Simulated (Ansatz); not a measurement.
Nudged elastic band run: Cl$_{2}$H$_{4}$OSi

Input file:

```yaml
crystal:
  periodic: [false, false, false]
  atoms:
    - { symbol: Si, position_ang: [0.370286, 0.040692, -0.10058] }
    - { symbol: H, position_ang: [0.47142, 0.319315, 1.352582] }
    - { symbol: H, position_ang: [1.694338, 0.142377, -0.78327] }
    - { symbol: Cl, position_ang: [-0.841775, 1.430578, -1.06423] }
    - { symbol: Cl, position_ang: [-0.275207, -1.903662, -0.465479] }
    - { symbol: O, position_ang: [-2.194075, -0.120735, 1.434266] }
    - { symbol: H, position_ang: [-2.688634, 0.474576, 0.83582] }
    - { symbol: H, position_ang: [-2.429552, -1.01284, 1.108491] }
basis:
  gaussian: { orbitals: "6-31G*" }
hamiltonian:
  xc: pbe
  dispersion: d4
neb:
  order_check: false
  images: 9
  f_tol: 0.05
  max_iterations: 60
  final_atoms:
    - { symbol: Si, position_ang: [-0.12213346, -0.38661194, -0.76222555] }
    - { symbol: H, position_ang: [-1.67224714, 1.14980073, 3.31742178] }
    - { symbol: H, position_ang: [1.30985512, -0.45675296, -0.39090061] }
    - { symbol: Cl, position_ang: [-0.56276651, 1.48560429, -1.52549778] }
    - { symbol: Cl, position_ang: [-0.53413127, -1.77695656, -2.23898132] }
    - { symbol: O, position_ang: [-0.97998761, -0.69869885, 0.61870374] }
    - { symbol: H, position_ang: [-1.95446361, -0.69314218, 0.54335242] }
    - { symbol: H, position_ang: [-1.37732451, 0.74705846, 2.75572732] }
  initial_path:
    images:
      - { positions_ang: [[0.370286, 0.040692, -0.10058], [0.47142, 0.319315, 1.352582], [1.694338, 0.142377, -0.78327], [-0.841775, 1.430578, -1.06423], [-0.275207, -1.903662, -0.465479], [-2.194075, -0.120735, 1.434266], [-2.688634, 0.474576, 0.83582], [-2.429552, -1.01284, 1.108491]] }
      - { positions_ang: [[0.29476676, 0.03073292, -0.08448955], [0.38350691, 0.27344187, 1.43941269], [1.62718455, 0.10932809, -0.7338207], [-0.88219258, 1.48009066, -1.01152131], [-0.42162005, -1.88146919, -0.49462464], [-2.12971152, -0.09508129, 1.27636635], [-2.63549385, 0.24815183, 0.69283039], [-2.12963921, -0.7948939, 1.23344676]] }
      - { positions_ang: [[0.21924751, 0.02077383, -0.0683991], [0.29559381, 0.22756874, 1.52624338], [1.5600311, 0.07627918, -0.68437139], [-0.92261017, 1.52960333, -0.95881262], [-0.56803309, -1.85927638, -0.52377029], [-2.06534803, -0.06942758, 1.11846671], [-2.58235371, 0.02172766, 0.54984079], [-1.82972642, -0.57694779, 1.35840251]] }
      - { positions_ang: [[0.14372827, 0.01081475, -0.05230865], [0.20768072, 0.18169562, 1.61307408], [1.49287765, 0.04323027, -0.63492209], [-0.96302775, 1.57911599, -0.90610392], [-0.71444614, -1.83708356, -0.55291593], [-2.00098455, -0.04377387, 0.96056706], [-2.52921356, -0.2046965, 0.40685118], [-1.52981363, -0.35900169, 1.48335827]] }
      - { positions_ang: [[0.06820902, 0.00085566, -0.0362182], [0.11976762, 0.13582249, 1.69990477], [1.4257242, 0.01018137, -0.58547278], [-1.00344534, 1.62862865, -0.85339523], [-0.86085918, -1.81489075, -0.58206157], [-1.93662106, -0.01812016, 0.80266742], [-2.47607342, -0.43112067, 0.26386157], [-1.22990084, -0.14105558, 1.60831403]] }
      - { positions_ang: [[-0.00731022, -0.00910342, -0.02012775], [0.03185453, 0.08994936, 1.78673546], [1.35857075, -0.02286754, -0.53602348], [-1.04386292, 1.67814132, -0.80068654], [-1.00727223, -1.79269794, -0.61120721], [-1.87225758, 0.00753354, 0.64476777], [-2.42293327, -0.65754484, 0.12087197], [-0.92998805, 0.07689052, 1.73326979]] }
      - { positions_ang: [[-0.03027487, -0.08460513, -0.16854731], [-0.30896581, 0.30191963, 2.09287272], [1.34882762, -0.10964462, -0.50699891], [-0.94764364, 1.63963391, -0.94564879], [-0.91264404, -1.78954966, -0.93676204], [-1.69380359, -0.13371293, 0.63955497], [-2.32923934, -0.66466431, 0.20536806], [-1.01945534, 0.21092411, 1.93776129]] }
      - { positions_ang: [[-0.05323952, -0.16010683, -0.31696687], [-0.64978614, 0.51388991, 2.39900999], [1.33908449, -0.19642171, -0.47797433], [-0.85142436, 1.60112651, -1.09061104], [-0.81801585, -1.78640139, -1.26231686], [-1.51534959, -0.27495941, 0.63434216], [-2.23554541, -0.67178378, 0.28986415], [-1.10892263, 0.3449577, 2.1422528]] }
      - { positions_ang: [[-0.07620417, -0.23560853, -0.46538643], [-0.99060648, 0.72586018, 2.70514725], [1.32934137, -0.28319879, -0.44894976], [-0.75520508, 1.5626191, -1.23557328], [-0.72338765, -1.78325311, -1.58787168], [-1.3368956, -0.41620589, 0.62912935], [-2.14185147, -0.67890324, 0.37436024], [-1.19838992, 0.47899128, 2.34674431]] }
      - { positions_ang: [[-0.09916881, -0.31111024, -0.61380599], [-1.33142681, 0.93783045, 3.01128452], [1.31959824, -0.36997587, -0.41992518], [-0.65898579, 1.5241117, -1.38053553], [-0.62875946, -1.78010483, -1.9134265], [-1.1584416, -0.55745237, 0.62391655], [-2.04815754, -0.68602271, 0.45885633], [-1.28785721, 0.61302487, 2.55123581]] }
      - { positions_ang: [[-0.12213346, -0.38661194, -0.76222555], [-1.67224714, 1.14980073, 3.31742178], [1.30985512, -0.45675296, -0.39090061], [-0.56276651, 1.48560429, -1.52549778], [-0.53413127, -1.77695656, -2.23898132], [-0.97998761, -0.69869885, 0.61870374], [-1.95446361, -0.69314218, 0.54335242], [-1.37732451, 0.74705846, 2.75572732]] }
```

Run as:

```bash
$ ansatz run input.yaml --threads 1 --pin off --max-ram 2048MiB --backend cpu --events-out ev --progress --plain --runs-dir out
```

Output, in part (warnings, iteration lines, the closing report on the highest movable image, with atoms numbered from 0):

```
NEB end point (image 0): max|allowed force component| = 8.394e-3 eV/Å (the criterion of neb.relax_end_points is 1.000e-2)
NEB end point (image 10): max|allowed force component| = 1.461e-3 eV/Å (the criterion of neb.relax_end_points is 1.000e-2)
NEB iter   1: max|band force component| = 6.619e1 eV/Å  barrier→ = 10.9124 eV  barrier← = 11.7439 eV  Δτ_max = 0.2000 Å  (287 SCF iters)
NEB iter   2: max|band force component| = 1.486e1 eV/Å  barrier→ = 2.6497 eV  barrier← = 3.4813 eV  Δτ_max = 0.2000 Å  (279 SCF iters)
NEB iter   3: max|band force component| = 8.031e0 eV/Å  barrier→ = 1.7499 eV  barrier← = 2.5814 eV  Δτ_max = 0.2000 Å  (264 SCF iters)
NEB iter   4: max|band force component| = 2.153e0 eV/Å  barrier→ = 1.2842 eV  barrier← = 2.1157 eV  Δτ_max = 0.1996 Å  (264 SCF iters)
NEB iter   5: max|band force component| = 1.156e0 eV/Å  barrier→ = 1.0378 eV  barrier← = 1.8693 eV  Δτ_max = 0.1938 Å  (256 SCF iters)
NEB iter   6: max|band force component| = 5.974e0 eV/Å  barrier→ = 1.2059 eV  barrier← = 2.0374 eV  Δτ_max = 0.1063 Å  (249 SCF iters)
NEB iter   7: max|band force component| = 1.870e0 eV/Å  barrier→ = 0.9475 eV  barrier← = 1.7791 eV  Δτ_max = 0.1954 Å  (249 SCF iters)
NEB iter   8: max|band force component| = 3.943e0 eV/Å  barrier→ = 0.8964 eV  barrier← = 1.7280 eV  Δτ_max = 0.1004 Å  (250 SCF iters)
NEB iter   9: max|band force component| = 9.529e-1 eV/Å  barrier→ = 0.8432 eV  barrier← = 1.6747 eV  Δτ_max = 0.1976 Å  (240 SCF iters)
NEB iter  10: max|band force component| = 9.389e-1 eV/Å  barrier→ = 0.8019 eV  barrier← = 1.6335 eV  CI = image 4  Δτ_max = 0.2000 Å  (252 SCF iters)
NEB iter  11: max|band force component| = 1.339e0 eV/Å  barrier→ = 1.3777 eV  barrier← = 2.2092 eV  CI = image 4  Δτ_max = 0.1003 Å  (252 SCF iters)
NEB iter  12: max|band force component| = 1.588e0 eV/Å  barrier→ = 1.5032 eV  barrier← = 2.3348 eV  CI = image 4  Δτ_max = 0.0505 Å  (243 SCF iters)
NEB iter  13: max|band force component| = 1.022e0 eV/Å  barrier→ = 1.4952 eV  barrier← = 2.3267 eV  CI = image 4  Δτ_max = 0.0999 Å  (240 SCF iters)
NEB iter  14: max|band force component| = 5.553e-1 eV/Å  barrier→ = 1.4603 eV  barrier← = 2.2918 eV  CI = image 4  Δτ_max = 0.1581 Å  (230 SCF iters)
NEB iter  15: max|band force component| = 4.038e-1 eV/Å  barrier→ = 1.4399 eV  barrier← = 2.2715 eV  CI = image 4  Δτ_max = 0.1099 Å  (242 SCF iters)
NEB iter  16: max|band force component| = 5.337e-1 eV/Å  barrier→ = 1.4280 eV  barrier← = 2.2595 eV  CI = image 4  Δτ_max = 0.0555 Å  (238 SCF iters)
NEB iter  17: max|band force component| = 4.625e-1 eV/Å  barrier→ = 1.4198 eV  barrier← = 2.2514 eV  CI = image 4  Δτ_max = 0.0837 Å  (236 SCF iters)
NEB iter  18: max|band force component| = 4.652e-1 eV/Å  barrier→ = 1.4043 eV  barrier← = 2.2358 eV  CI = image 4  Δτ_max = 0.0775 Å  (234 SCF iters)
NEB iter  19: max|band force component| = 4.133e-1 eV/Å  barrier→ = 1.3867 eV  barrier← = 2.2183 eV  CI = image 4  Δτ_max = 0.1105 Å  (234 SCF iters)
NEB iter  20: max|band force component| = 3.208e-1 eV/Å  barrier→ = 1.3751 eV  barrier← = 2.2066 eV  CI = image 4  Δτ_max = 0.1101 Å  (232 SCF iters)
NEB iter  21: max|band force component| = 2.766e-1 eV/Å  barrier→ = 1.3707 eV  barrier← = 2.2022 eV  CI = image 4  Δτ_max = 0.1107 Å  (234 SCF iters)
NEB iter  22: max|band force component| = 1.328e-1 eV/Å  barrier→ = 1.3742 eV  barrier← = 2.2058 eV  CI = image 4  Δτ_max = 0.1106 Å  (231 SCF iters)
NEB iter  23: max|band force component| = 1.519e-1 eV/Å  barrier→ = 1.3709 eV  barrier← = 2.2025 eV  CI = image 4  Δτ_max = 0.0558 Å  (237 SCF iters)
NEB iter  24: max|band force component| = 1.033e-1 eV/Å  barrier→ = 1.3693 eV  barrier← = 2.2009 eV  CI = image 4  Δτ_max = 0.0547 Å  (230 SCF iters)
NEB iter  25: max|band force component| = 1.042e-1 eV/Å  barrier→ = 1.3688 eV  barrier← = 2.2003 eV  CI = image 4  Δτ_max = 0.0278 Å  (241 SCF iters)
NEB iter  26: max|band force component| = 7.261e-2 eV/Å  barrier→ = 1.3685 eV  barrier← = 2.2001 eV  CI = image 4  Δτ_max = 0.0278 Å  (236 SCF iters)
NEB iter  27: max|band force component| = 4.600e-2 eV/Å  barrier→ = 1.3684 eV  barrier← = 2.2000 eV  CI = image 4  Δτ_max = 0.0000 Å  (467 SCF iters)
Total energy: -35017.95806407 eV, -1286.8862228302 hartree
Atom 0 at    -0.333382     0.035682    -0.110059 Å, force    -0.003669     0.001940     0.001527 eV/Å
Atom 1 at    -0.214028     0.894604     1.374882 Å, force     0.005248     0.004362    -0.004421 eV/Å
Atom 2 at     0.969161    -0.617634     0.196178 Å, force     0.002365     0.003082     0.003603 eV/Å
Atom 3 at    -0.319880     1.811145    -1.179820 Å, force    -0.000805     0.001001     0.002956 eV/Å
Atom 4 at    -0.995699    -1.343925    -1.604954 Å, force    -0.003046    -0.002313    -0.001915 eV/Å
Atom 5 at    -1.828869    -0.353902     0.937572 Å, force     0.028631    -0.016748     0.010447 eV/Å
Atom 6 at    -2.046526    -1.307236     1.070585 Å, force    -0.019803     0.005442    -0.005960 eV/Å
Atom 7 at    -1.123976     0.251568     1.633216 Å, force    -0.008922     0.003235    -0.006236 eV/Å
Dipole moment:    -0.134557    -0.314721     0.725682 e Å
```

The forces met the threshold. Neighbouring images differ by up to 1.6 eV, so the band resolves the path poorly. A vibrational analysis at the climbing image gives one clearly imaginary mode, 1262i cm⁻¹: a first-order saddle point. The orbitals stay closed-shell, which can raise the energy where a bond breaks towards radicals; this wasn't checked here.

Final band (atoms are numbered from 1 in the order of the input):

```json
{"image": "0", "path coordinate (Å)": "0.00", "energy (eV)": "0.00", "Si1–H2 (Å)": "1.48", "O6–H8 (Å)": "0.98", "Si1–O6 (Å)": "2.99"}
{"image": "1", "path coordinate (Å)": "1.25", "energy (eV)": "0.04", "Si1–H2 (Å)": "1.48", "O6–H8 (Å)": "0.98", "Si1–O6 (Å)": "3.02"}
{"image": "2", "path coordinate (Å)": "2.50", "energy (eV)": "0.11", "Si1–H2 (Å)": "1.49", "O6–H8 (Å)": "0.98", "Si1–O6 (Å)": "3.17"}
{"image": "3", "path coordinate (Å)": "3.75", "energy (eV)": "0.55", "Si1–H2 (Å)": "1.50", "O6–H8 (Å)": "0.98", "Si1–O6 (Å)": "2.69"}
{"image": "4", "path coordinate (Å)": "5.01", "energy (eV)": "1.37", "Si1–H2 (Å)": "1.72", "O6–H8 (Å)": "1.16", "Si1–O6 (Å)": "1.87"}
{"image": "5", "path coordinate (Å)": "5.91", "energy (eV)": "-0.27", "Si1–H2 (Å)": "2.41", "O6–H8 (Å)": "1.86", "Si1–O6 (Å)": "1.68"}
{"image": "6", "path coordinate (Å)": "6.81", "energy (eV)": "-0.73", "Si1–H2 (Å)": "3.14", "O6–H8 (Å)": "2.40", "Si1–O6 (Å)": "1.66"}
{"image": "7", "path coordinate (Å)": "7.71", "energy (eV)": "-0.82", "Si1–H2 (Å)": "3.67", "O6–H8 (Å)": "2.73", "Si1–O6 (Å)": "1.65"}
{"image": "8", "path coordinate (Å)": "8.61", "energy (eV)": "-0.82", "Si1–H2 (Å)": "4.04", "O6–H8 (Å)": "2.69", "Si1–O6 (Å)": "1.65"}
{"image": "9", "path coordinate (Å)": "9.51", "energy (eV)": "-0.83", "Si1–H2 (Å)": "4.45", "O6–H8 (Å)": "2.62", "Si1–O6 (Å)": "1.66"}
{"image": "10", "path coordinate (Å)": "10.41", "energy (eV)": "-0.83", "Si1–H2 (Å)": "4.63", "O6–H8 (Å)": "2.61", "Si1–O6 (Å)": "1.66"}
```

Run time: 11 min on 1 thread of Arm Neoverse V1 (shared host), peak memory 0.13 GiB.
